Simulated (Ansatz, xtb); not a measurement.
C4H4F3NO: which of two isomers lies lower

We compare X, `O=CN/C=C\C(F)(F)F`, a singlet, with Y, `N#CCCOC(F)(F)F`, a singlet. Both are isolated molecules in the gas phase, relaxed with B3LYP-D3(BJ)/def2-SVP; the shapes shown needn't be the lowest conformers.

X (Å):

```xyz
13

C    -0.6126   -1.9231    1.2615
C     0.1188    0.3084    0.6760
C     0.0027    1.5661    0.2141
C    -1.2223    2.2252   -0.3187
F    -2.3090    1.4064   -0.3076
F    -1.0585    2.6317   -1.5897
F    -1.5535    3.3156    0.3946
N    -0.8642   -0.6591    0.7636
O     0.4604   -2.3043    1.6608
H    -1.5282   -2.5592    1.2518
H    -1.8037   -0.4365    0.4523
H     1.0844   -0.0501    1.0405
H     0.8860    2.2064    0.2143
```

Y (Å):

```xyz
13

C    -1.0280    2.2406   -1.8288
C    -1.0068    0.8571   -1.3571
C    -0.4599    0.7527    0.0641
C    -0.0616   -0.9707    1.6303
F     1.2165   -0.6078    1.8375
F    -0.1565   -2.2849    1.7617
F    -0.7918   -0.3872    2.5971
N    -1.0357    3.3434   -2.1812
O    -0.4901   -0.6361    0.4004
H    -0.3877    0.2499   -2.0370
H    -2.0280    0.4447   -1.3916
H    -1.0828    1.3253    0.7690
H     0.5728    1.1313    0.1181
```

Task: Which of the two would you expect CCSD(T)/def2-SVP + ΔMP2/def2-TZVPP electronic energies to favour?

Result: Not settled: CCSD(T)/def2-SVP + ΔMP2/def2-TZVPP gives E(Y) − E(X) = +1.08 kcal/mol, but this leans on the basis-set step: CCSD(T) alone gives +0.76 kcal/mol.

Level by level:

```tsv
level	geometry	E(Y) − E(X) (kcal/mol)	departure from the last row (kcal/mol)	job, with rough time for the two
GFN2-xTB	GFN2-xTB	+5.44	+4.36	optimisation, 0.12 s
HF/STO-3G	GFN2-xTB	−33.73	−34.81	single point, 0.46 s
r2SCAN-D4/def2-SVP	GFN2-xTB	+12.07	+10.98	single point, 3.8 s
B3LYP-D3(BJ)/def2-SVP	B3LYP-D3(BJ)/def2-SVP	+10.32	+9.24	optimisation, 34 s
HF/def2-SVP	B3LYP-D3(BJ)/def2-SVP	−0.50	−1.58	part of the CCSD(T) run
MP2/def2-SVP	B3LYP-D3(BJ)/def2-SVP	−0.55	−1.63	part of the CCSD(T) run
CCSD(T)/def2-SVP	B3LYP-D3(BJ)/def2-SVP	+0.76	−0.32	single point
CCSD(T)/def2-SVP + ΔMP2/def2-TZVPP	B3LYP-D3(BJ)/def2-SVP	+1.08		single point, 2.2 min
```

As drawn, Y has 1 C≡N, 1 C–C, 2 C–O, 1 C–H in place of 1 C=O, 2 C–N, 1 C=C, 1 N–H.

HF/STO-3G, MP2/def2-SVP put the two in the other order. HF/def2-SVP finds them nearly level. The largest departure from CCSD(T)/def2-SVP + ΔMP2/def2-TZVPP is that of HF/STO-3G, 34.81 kcal/mol. A small imaginary or near-zero mode remains, so no thermal terms are given. The last row adds to CCSD(T) the change of the MP2 difference between the two basis sets, here +0.32 kcal/mol.

The correlated steps freeze 9 core orbitals. Codes used: Ansatz 0.2.0, xtb 6.7.1; the last row on 4 threads of Arm Neoverse V1 on a shared host.
